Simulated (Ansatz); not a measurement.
Ansatz (a quantum-chemistry and plane-wave program) input (HF/6-31G* with LANL2DZ past Ar): The .json file joins the Basis Set Exchange's 6-31G* for atoms up to Ar and LANL2DZ past it.

Ansatz 0.2 input:
```yaml
crystal:
  periodic: [false, false, false]
  atoms:
    - {symbol: Sb, position_ang: [0.28375404, 0.11655380, 0.10060683]}
    - {symbol: F, position_ang: [-0.91931721, 0.71699329, -1.17294688]}
    - {symbol: F, position_ang: [-0.68862232, -1.37746481, 0.60284152]}
basis:
  gaussian:
    orbitals: 6-31Gs+LANL2DZ.json
hamiltonian:
  xc: {name: HF}
total_charge: 1
relax: {f_tol: 0.003, max_steps: 120}
```

Q: Predict the final energy.

A: -203.84192 Eh.
